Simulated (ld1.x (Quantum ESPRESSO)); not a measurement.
## What one change does to a pseudopotential (antimony (Sb), TM)

```
Element                 : Sb
Generator               : ld1.x (Quantum ESPRESSO) 7.5
Type                    : norm-conserving Troullier–Martins (Kleinman–Bylander form)
Functional              : revPBE
Relativity              : fully relativistic
Frozen core             : [Kr]
Valence charge          : 15
Reference configuration : 4d10 5s2 5p3
Partial waves           : 5p (bound): rc 2.55 bohr; 4d (bound): rc 1.25 bohr; 5s (bound): rc 2.05 bohr
Local potential         : the s channel
Core correction         : Bessel-smoothed model core inside 1.00 bohr
```

Open shells are filled in proportion to 2j + 1 (rel_dist='average').

Change: wave 4d (bound): rc 1.25 bohr becomes 4d (bound): rc 1.88 bohr.

Cutoffs: the cutoffs (Ry, on a coarse ladder) from which the occupation-weighted sum of valence levels, in a spherical-Bessel basis at the reference potential, stays within 10 and 1 mRy of its value at 400 Ry; they do not see the model core or the augmentation charge, which bear on the density cutoff. Errors are all-electron minus pseudo energies relative to the spin-unpolarised reference configuration.

Question: What does the change do?

Answer: The potential gets softer (100 Ry and 180 Ry → 70 Ry and 120 Ry); the number of tests that count goes from 6 to 7; the errors of the 6 common tests hardly move; neither file shows a bound ghost at the reference potential, the only one tested. A larger radius leaves more room for a smooth pseudo-wave, so fewer plane waves are needed.

```tsv
quantity	base	changed
cutoff, loose	100 Ry	70 Ry
cutoff, tight	180 Ry	120 Ry
loose cutoff by channel (10 mRy a level)	p 8 Ry, d 90 Ry, s 12 Ry	p 8 Ry, d 60 Ry, s 12 Ry
bound ghosts	none	none
tests counted (converged, no solver errors)	6 of 7	7 of 7
error for 4d10 5s2 5p2, meV [ΔE 8.28 eV]	+1.0	+1.0
error for 4d10 5s2 5p1, meV [ΔE 24.19 eV]	+2.1	+2.2
error for 4d10 5s2 5p0, meV [ΔE 48.50 eV]	-7.4	-6.8
error for 4d10 5s1 5p3, meV [ΔE 16.97 eV]	+2.9	+2.9
error for 4d10 5s2 5p2.5, meV [ΔE 3.24 eV]	+0.2	+0.2
error for 4d10 5s1 5p4, meV [ΔE 8.06 eV]	-1.1	-1.2
s: phases at 2.75 bohr within 0.05 rad from the reference energy up to (Ry; the scan ends near 5)	2.0	2.0
p1/2: phases at 2.75 bohr within 0.05 rad from the reference energy up to (Ry; the scan ends near 5)	3.1	3.1
p3/2: phases at 2.75 bohr within 0.05 rad from the reference energy up to (Ry; the scan ends near 5)	3.0	3.0
d3/2: phases at 2.75 bohr within 0.05 rad from the reference energy up to (Ry; the scan ends near 5)	0.1	0.1
d5/2: phases at 2.75 bohr within 0.05 rad from the reference energy up to (Ry; the scan ends near 5)	0.1	0.1
```

Base: Tests not counted: 4d9 5s2 5p4 (solver errors, printed error -433 meV).
